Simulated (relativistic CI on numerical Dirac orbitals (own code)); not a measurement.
**Electric-dipole transitions in Sb¹¹⁺**

Method of calculation: Dirac-Coulomb-Breit CI, separate exchange-only KLI orbitals for each configuration, model QED, unscaled Slater integrals (own radial code, finite nucleus).

CI space (outside the closed core [Ar] 3d10): 4s2 4p6 4d4, 4s2 4p5 4d5, 4s2 4p6 4d3 4f, 4s2 4p6 4d3 5s, 4s 4p6 4d5, 4s2 4p6 4d3 5p, 4s2 4p5 4d4 4f, 4s2 4p6 4d2 4f 5s, 4s2 4p6 4d3 5d, 4s2 4p6 4d2 5s 5p, 4s 4p6 4d4 4f, 4s2 4p6 4d3 6s, 4s2 4p6 4d3 5f, 4s2 4p5 4d4 5s, 4s2 4p6 4d3 6p, 4s2 4p6 4d3 5g, 4s2 4p6 4d3 6d, 4s2 4p6 4d3 7s, 4s2 4p6 4d3 6f, 4s2 4p6 4d3 7p, 4s 4p6 4d4 5s, 4s 4p6 4d3 5s 5p, 4s2 4p6 4d2 5s2, 4s2 4p6 4d 4f 5s2, 4s2 4p6 4d 5s2 5p, 4s2 4p5 4d2 4f 5s2, 4p6 4d6, 4p5 4d7, 4p5 4d6 4f. Double excitations out of closed p, d and f shells are left out; levels of such configurations are missing from the list, as are those of other unlisted configurations, and high levels can miss mixing partners. These lack a partner that the ground configuration has and come out too high: 4s2 4p5 4d4 5s.

```csv
λ vac (Å),Lower,Upper,A (s⁻¹),log gf,S velocity/length
132.36,4s2 4p6 4d4 5D_3 [4],4s2 4p6 4d3 5p 5P°_2 [383],2.90e+10,-0.42,0.83
132.45,4s2 4p6 4d4 5D_4 [5],4s2 4p6 4d3 5p 5F°_5 [391],1.33e+10,-0.42,0.83
132.73,4s2 4p6 4d4 5D_2 [3],4s2 4p6 4d3 5p 5P°_1 [369],5.55e+10,-0.36,0.83
133.00,4s2 4p6 4d4 5D_3 [4],4s2 4p6 4d3 5p 3G°_3 [372],2.51e+10,-0.33,0.86
133.22,4s2 4p6 4d4 5D_1 [2],4s2 4p6 4d3 5p 5D°_2 [355],2.17e+10,-0.54,0.83
133.24,4s2 4p6 4d4 5D_2 [3],4s2 4p6 4d3 5p 5F°_2 [364],2.94e+10,-0.41,0.85
133.79,4s2 4p6 4d4 5D_3 [4],4s2 4p6 4d3 5p 3G°_3 [366],3.25e+10,-0.21,0.85
133.92,4s2 4p6 4d4 5D_4 [5],4s2 4p6 4d3 5p 3G°_4 [370],1.85e+10,-0.35,0.84
133.97,4s2 4p6 4d4 5D_1 [2],4s2 4p6 4d3 5p 5D°_0 [345],1.04e+11,-0.55,0.84
134.39,4s2 4p6 4d4 5D_2 [3],4s2 4p6 4d3 5p 5D°_1 [349],4.03e+10,-0.49,0.84
134.69,4s2 4p6 4d4 5D_3 [4],4s2 4p6 4d3 5p 5D°_4 [354],3.28e+10,-0.10,0.83
135.13,4s2 4p6 4d4 5D_2 [3],4s2 4p6 4d3 5p 5D°_3 [338],4.31e+10,-0.08,0.83
135.33,4s2 4p6 4d4 3H_4 [6],4s2 4p6 4d3 5p 3G°_3 [397],6.38e+10,0.09,0.80
135.35,4s2 4p6 4d4 3H_4 [6],4s2 4p6 4d3 5p 3H°_4 [396],4.13e+10,0.01,0.80
135.39,4s2 4p6 4d4 5D_4 [5],4s2 4p6 4d3 5p 5D°_4 [354],5.67e+10,0.15,0.83
135.48,4s2 4p6 4d4 3H_4 [6],4s2 4p6 4d3 4f 3G°_4 [394],1.96e+10,-0.31,0.88
135.74,4s2 4p6 4d4 5D_1 [2],4s2 4p6 4d3 5p 3D°_2 [326],3.24e+10,-0.35,0.83
135.92,4s2 4p6 4d4 3H_5 [8],4s2 4p6 4d3 5p 3G°_4 [400],4.66e+10,0.06,0.78
136.72,4s2 4p6 4d4 3G_3 [9],4s2 4p6 4d3 5p 3G°_3 [397],2.71e+10,-0.27,0.81
679.44,4s2 4p6 4d3 5s 5F_5 [68],4s2 4p6 4d3 5p 5G°_6 [389],4.09e+09,0.57,0.47
```

Terms are leading LS components. Brackets give the number of a level in order of energy, since labels repeat. The list gives strong lines, with weight on those to low levels, among the lowest 400 of 8505 levels, so that lines to higher ones, which can be the strongest, are missing. Levels whose partners in the same complex of configurations lie outside the list can be far off, and so can their lines. Rates are taken at the computed energies, electric ones in the length gauge. A velocity-to-length ratio far from 1 marks an uncertain rate.

At this charge energies of transitions that change n are usually good to better than 1 %, and those within a shell (Δn = 0) to a few per cent. Terms inside the open d or f shell come out 10 to 20 % too wide with unscaled integrals. Levels and lines within the n = 5 or 6 shells can be off by up to 10 % or somewhat more, and those that change n by about 2 %, since core polarisation is missing.

LS names give the leading component of a level, which can be under half, so a name can repeat, a term be missing and a line seem to break the LS rules.
